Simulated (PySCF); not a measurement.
Compound: C₂H₄BFO₂.
SMILES with atom numbers: `[F:1][B:2]1[O:3][CH2:4][CH2:5][O:6]1` (hydrogens: H7, H8 on C4; H9, H10 on C5)

Cartesian coordinates in Å at the PBE0-D3(BJ)/def2-SVP level; atoms count from 1:
```
atom  x, y, z in Å
F1    -1.643    2.321    0.499
B2    -0.958    1.220    0.279
O3    -1.550    0.042   -0.052
C4    -0.525   -0.933   -0.122
C5     0.793   -0.133   -0.022
O6     0.398    1.171    0.368
H7    -0.609   -1.495   -1.064
H8    -0.645   -1.645    0.711
H9     1.321   -0.078   -0.988
H10    1.488   -0.549    0.722
```

The calculation used PBE0-D3(BJ)/def2-SVP geometry optimisation, gas phase in PySCF.

Take the most abundant isotopes and a rigid rotor. 

Question: What are A, B and C (MHz)?

Answer: Ia = 65.21, Ib = 146.87, Ic = 205.28 u·Å²; 505379 MHz·u·Å²/I gives A = 7750, B = 3441, C = 2462 MHz.

Question: What kind of rotor is it?

Answer: An asymmetric top: κ = (2 × 3441 − 7750 − 2462)/(7750 − 2462) = -0.63.

Question: Is it planar, by Δ = Ic − Ia − Ib?

Answer: Not planar: Δ = Ic − Ia − Ib = -6.79 u·Å². For a rigid frame Δ = −2 Σ m c², so Σ m c² = 3.40 u·Å² lies off the ab plane: 3.24 from hydrogen and 0.16 from heavier atoms. The atom farthest from that plane is 1.04 Å away.

Question: Give the other two planar moments, Paa and Pbb, and the rms extents of the mass along the axes.

Answer: Paa = Σ m a² = (Ib + Ic − Ia)/2 = 143.47 and Pbb = Σ m b² = (Ia + Ic − Ib)/2 = 61.82 u·Å². With the mass M = 90.03 u, the rms extents √(P/M) along a, b and c are 1.26, 0.83, 0.19 Å.

Question: Which lines would a microwave search look for?

Answer: The dipole components are |μa| = 3.28 D, |μb| = 0.00 D, |μc| = 0.00 D; the symmetry axis of this C2 structure is a, so μb and μc vanish by symmetry and there are no b-type or c-type lines. Some lines, for components of 0.1 D or more:

```json
{"type": "a", "branch": "Q", "J(Ka,Kc)": "1(1,0) ← 1(1,1)", "MHz": "979", "lower level (cm⁻¹)": "0.341"}
{"type": "a", "branch": "Q", "J(Ka,Kc)": "2(1,1) ← 2(1,2)", "MHz": "2938", "lower level (cm⁻¹)": "0.702"}
{"type": "a", "branch": "Q", "J(Ka,Kc)": "3(1,2) ← 3(1,3)", "MHz": "5861", "lower level (cm⁻¹)": "1.241"}
{"type": "a", "branch": "R", "J(Ka,Kc)": "1(0,1) ← 0(0,0)", "MHz": "5903", "lower level (cm⁻¹)": "0.000"}
{"type": "a", "branch": "R", "J(Ka,Kc)": "2(1,2) ← 1(1,1)", "MHz": "10827", "lower level (cm⁻¹)": "0.341"}
{"type": "a", "branch": "R", "J(Ka,Kc)": "2(0,2) ← 1(0,1)", "MHz": "11657", "lower level (cm⁻¹)": "0.197"}
{"type": "a", "branch": "R", "J(Ka,Kc)": "2(1,1) ← 1(1,0)", "MHz": "12785", "lower level (cm⁻¹)": "0.373"}
{"type": "a", "branch": "R", "J(Ka,Kc)": "3(1,3) ← 2(1,2)", "MHz": "16153", "lower level (cm⁻¹)": "0.702"}
{"type": "a", "branch": "R", "J(Ka,Kc)": "3(0,3) ← 2(0,2)", "MHz": "17135", "lower level (cm⁻¹)": "0.586"}
{"type": "a", "branch": "R", "J(Ka,Kc)": "3(2,1) ← 2(2,0)", "MHz": "18282", "lower level (cm⁻¹)": "1.236"}
{"type": "a", "branch": "R", "J(Ka,Kc)": "3(1,2) ← 2(1,1)", "MHz": "19076", "lower level (cm⁻¹)": "0.800"}
```

Whether it is a minimum is left open (no frequencies). These are rigid-rotor constants of the computed structure; measured ground-state constants (B0) also hold zero-point vibration. Quadrupole hyperfine structure (11B) is left out.
